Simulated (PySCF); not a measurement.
A geometry optimisation, step by step.

C4H10GeO.
Atom-mapped SMILES: `[CH2:1]=[C:2]([CH2:3][GeH3:4])[O:5][CH3:6]` (hydrogens: H7, H8 on C1; H9, H10 on C3; H11, H12, H13 on Ge4; H14, H15, H16 on C6)

Computed by this run: PBE0/def2-SV(P) geometry optimisation, gas phase in PySCF 2.14.0; density fitting, grid level 1; the optimiser is geomeTRIC in internal coordinates, started from a GFN2-xTB structure. 7 of its 11 geometries are shown. The frame can shift and turn from step to step; on so coarse a grid that alone can change the energy by a few meV, and forces under 0.02 eV/Å are noise.

Step 0: E = -62848.2929 eV, largest atomic force 1.118 eV/Å
```
atom  x, y, z in Å  |  force x, y, z in eV/Å
C1     -1.086    0.111    1.693   -0.381  -0.104   0.109
C2     -0.255    0.156    0.661    0.477  -0.084  -1.007
C3      1.175    0.587    0.731   -0.142  -0.221  -0.479
Ge4     2.065    0.100   -0.964    0.010   0.303   0.801
O5     -0.554   -0.182   -0.629   -0.449   0.066   0.530
C6     -1.863   -0.591   -0.935    0.491   0.155   0.129
H7     -0.742    0.401    2.668    0.312   0.208   0.629
H8     -2.111   -0.202    1.621   -0.698  -0.222  -0.121
H9      1.230    1.667    0.879    0.122   0.432  -0.036
H10     1.669    0.127    1.588    0.283  -0.188   0.266
H11     3.527    0.434   -0.848    0.902   0.234   0.151
H12     1.980   -1.362   -1.248   -0.101  -1.008  -0.114
H13     1.547    0.859   -2.137   -0.395   0.572  -0.738
H14    -1.873   -0.800   -2.003   -0.046  -0.091  -0.417
H15    -2.132   -1.497   -0.382   -0.111  -0.329   0.208
H16    -2.584    0.200   -0.708   -0.275   0.276   0.089
```

Step 2: E = -62848.4625 eV, largest atomic force 0.182 eV/Å
```
atom  x, y, z in Å  |  force x, y, z in eV/Å
C1     -1.064    0.084    1.686   -0.088  -0.077  -0.040
C2     -0.279    0.139    0.598    0.011   0.031   0.072
C3      1.160    0.575    0.649    0.008  -0.055  -0.167
Ge4     2.194    0.101   -0.962    0.026  -0.001   0.022
O5     -0.666   -0.169   -0.664    0.135   0.083   0.090
C6     -1.985   -0.574   -0.889   -0.036  -0.003   0.032
H7     -0.645    0.355    2.659   -0.011  -0.002  -0.004
H8     -2.114   -0.219    1.654   -0.017  -0.005   0.005
H9      1.224    1.672    0.768    0.001   0.005  -0.034
H10     1.659    0.135    1.528   -0.008   0.021   0.003
H11     3.672    0.492   -0.705   -0.004   0.004   0.019
H12     2.142   -1.417   -1.237   -0.013  -0.001  -0.004
H13     1.709    0.879   -2.203   -0.006  -0.004  -0.003
H14    -2.076   -0.772   -1.968    0.006   0.005   0.004
H15    -2.223   -1.497   -0.326   -0.001   0.002   0.005
H16    -2.703    0.217   -0.599   -0.002  -0.003   0.001
```

Step 3: E = -62848.4658 eV, largest atomic force 0.116 eV/Å
```
atom  x, y, z in Å  |  force x, y, z in eV/Å
C1     -1.075    0.061    1.680    0.089  -0.019   0.035
C2     -0.279    0.143    0.601    0.031   0.024  -0.012
C3      1.160    0.585    0.631   -0.086  -0.059   0.050
Ge4     2.204    0.091   -0.964   -0.056   0.016   0.083
O5     -0.666   -0.149   -0.661   -0.032   0.018  -0.085
C6     -1.987   -0.557   -0.875   -0.003  -0.001  -0.015
H7     -0.668    0.314    2.661   -0.006   0.010   0.024
H8     -2.123   -0.248    1.632    0.018   0.000   0.008
H9      1.219    1.684    0.730   -0.005   0.032  -0.028
H10     1.664    0.166    1.516    0.018   0.021   0.047
H11     3.667    0.498   -0.690    0.104   0.027   0.025
H12     2.167   -1.426   -1.213   -0.018  -0.108  -0.020
H13     1.730    0.840   -2.219   -0.039   0.047  -0.082
H14    -2.092   -0.740   -1.955    0.007   0.000  -0.017
H15    -2.212   -1.488   -0.321   -0.009  -0.012  -0.004
H16    -2.703    0.227   -0.564   -0.012   0.004  -0.009
```

Step 5: E = -62848.4851 eV, largest atomic force 0.154 eV/Å
```
atom  x, y, z in Å  |  force x, y, z in eV/Å
C1     -1.024   -0.035    1.693   -0.035  -0.060  -0.026
C2     -0.286    0.152    0.587    0.011   0.002  -0.011
C3      1.128    0.648    0.601    0.081   0.046   0.123
Ge4     2.223    0.045   -0.918    0.078  -0.036  -0.078
O5     -0.703   -0.062   -0.683   -0.084   0.020   0.031
C6     -2.019   -0.491   -0.904    0.057   0.018   0.025
H7     -0.586    0.174    2.672    0.002  -0.010  -0.022
H8     -2.058   -0.388    1.672   -0.021  -0.001  -0.016
H9      1.148    1.755    0.594   -0.015  -0.025  -0.066
H10     1.632    0.336    1.533   -0.046   0.036  -0.022
H11     3.678    0.515   -0.628   -0.093  -0.059  -0.054
H12     2.210   -1.502   -1.033    0.004   0.105   0.008
H13     1.760    0.669   -2.257    0.049  -0.033   0.090
H14    -2.134   -0.595   -1.994   -0.011  -0.009   0.010
H15    -2.213   -1.467   -0.419    0.010   0.008  -0.002
H16    -2.752    0.248   -0.528    0.013  -0.002   0.010
```

Step 7: E = -62848.5168 eV, largest atomic force 0.277 eV/Å
```
atom  x, y, z in Å  |  force x, y, z in eV/Å
C1     -0.918   -0.239    1.651   -0.105  -0.058  -0.026
C2     -0.301    0.188    0.536   -0.035  -0.021  -0.061
C3      1.067    0.779    0.525    0.166   0.202   0.094
Ge4     2.283   -0.038   -0.792    0.136  -0.100  -0.120
O5     -0.805    0.141   -0.721   -0.046  -0.011   0.119
C6     -2.101   -0.356   -0.922    0.094   0.028   0.044
H7     -0.411   -0.141    2.615   -0.011  -0.015  -0.037
H8     -1.916   -0.683    1.652   -0.031   0.001  -0.024
H9      1.016    1.860    0.285   -0.021  -0.081  -0.052
H10     1.534    0.696    1.522   -0.070  -0.017  -0.071
H11     3.711    0.523   -0.500   -0.179  -0.121  -0.085
H12     2.291   -1.587   -0.626    0.016   0.214  -0.012
H13     1.889    0.312   -2.254    0.070  -0.015   0.188
H14    -2.294   -0.288   -2.004   -0.016  -0.015   0.024
H15    -2.187   -1.412   -0.601    0.014   0.017   0.005
H16    -2.854    0.247   -0.378    0.019  -0.008   0.012
```

Step 8: E = -62848.5324 eV, largest atomic force 0.084 eV/Å
```
atom  x, y, z in Å  |  force x, y, z in eV/Å
C1     -0.892   -0.307    1.604   -0.022  -0.002  -0.015
C2     -0.304    0.225    0.519    0.005  -0.080   0.028
C3      1.056    0.840    0.508    0.034   0.045  -0.015
Ge4     2.294   -0.067   -0.736   -0.023  -0.016  -0.029
O5     -0.840    0.247   -0.724    0.016   0.007   0.010
C6     -2.109   -0.310   -0.913   -0.018  -0.005  -0.013
H7     -0.380   -0.274    2.569    0.019   0.002  -0.008
H8     -1.876   -0.781    1.575   -0.006   0.013   0.010
H9      0.989    1.894    0.182    0.006   0.005  -0.006
H10     1.498    0.825    1.516   -0.024   0.002   0.005
H11     3.728    0.459   -0.483   -0.002  -0.005   0.005
H12     2.266   -1.592   -0.482   -0.002   0.012   0.007
H13     1.920    0.208   -2.208    0.013   0.012   0.018
H14    -2.357   -0.179   -1.977    0.002   0.005   0.003
H15    -2.118   -1.390   -0.668    0.002   0.003   0.005
H16    -2.871    0.203   -0.294   -0.001   0.001  -0.004
```

Step 10: E = -62848.5332 eV, largest atomic force under 0.02 eV/Å
```
atom  x, y, z in Å  |  force x, y, z in eV/Å
C1     -0.890   -0.311    1.603    0.002   0.003   0.002
C2     -0.303    0.216    0.515    0.008   0.012   0.006
C3      1.054    0.840    0.505   -0.004  -0.017   0.000
Ge4     2.298   -0.065   -0.734   -0.002   0.002   0.005
O5     -0.839    0.237   -0.727    0.003   0.004  -0.002
C6     -2.113   -0.310   -0.914   -0.004  -0.004  -0.001
H7     -0.371   -0.277    2.564   -0.001   0.002  -0.001
H8     -1.878   -0.778    1.581    0.000  -0.005  -0.001
H9      0.983    1.894    0.176   -0.012  -0.001  -0.002
H10     1.488    0.829    1.516    0.007   0.008   0.000
H11     3.731    0.456   -0.469    0.008  -0.002   0.005
H12     2.264   -1.589   -0.481   -0.005  -0.009  -0.001
H13     1.937    0.219   -2.206    0.001   0.007  -0.008
H14    -2.357   -0.184   -1.979    0.001  -0.001  -0.002
H15    -2.130   -1.388   -0.661   -0.001   0.000  -0.002
H16    -2.871    0.213   -0.300    0.001   0.001   0.000
```

**Question.** Summarise the path.

**Answer.** The energy falls by 0.2403 eV from step 0 to step 10; nine tenths of that is first reached at step 7. It falls at every step. The largest force goes from 1.118 to under 0.02 eV/Å. Among the bonds Ge4–H12 changes most, from 1.491 to 1.545 Å; the atoms move by 0.585 Å rms after alignment.

The cost below is that of the whole optimisation. On Arm Neoverse V1, one thread, no GPU, shared host with 32 logical CPUs at a one-minute load of 82, this took 76 s and 0.55 GiB of memory at its peak.
